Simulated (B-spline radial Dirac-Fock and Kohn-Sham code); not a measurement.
**L1 emission of Hf⁺**

System: Hf⁺, [Xe] 4f14 5d1 6s2.

Method: independent-particle radiative and Coulomb Auger rates from relativistic LDA hole-state orbitals, with Dirac-Fock energies. Computed with an atomic code on a B-spline grid.

```tsv
line	multipole	energy (eV)	width (meV)	share (%)
L1-L2	E1	539.5	0.174	0.0245
L1-L3	E1	1717.8	13.0	1.83
Lβ4 (L1-M2)	E1	8909.7	231	32.4
Lβ3 (L1-M3)	E1	9165.6	299	41.9
L1-M4	E2	9561.7	6.41	0.899
L1-M5	E2	9616.4	9.59	1.35
Lγ2 (L1-N2)	E1	10833.5	56.0	7.86
Lγ3 (L1-N3)	E1	10891.9	76.2	10.7
L1-N4	E2	11052.4	0.864	0.121
L1-N5	E2	11063.1	1.35	0.189
L1-O2	E1	11239.3	8.29	1.16
Lγ4 (L1-O3)	E1	11247.2	11.0	1.55
```

The listed lines hold 100.0 % of the radiative rate. The radiative width is 0.713 eV in the length form and 0.715 eV in the velocity form; the two differ because the transition energies are not eigenvalue differences of the potential that gave the orbitals.
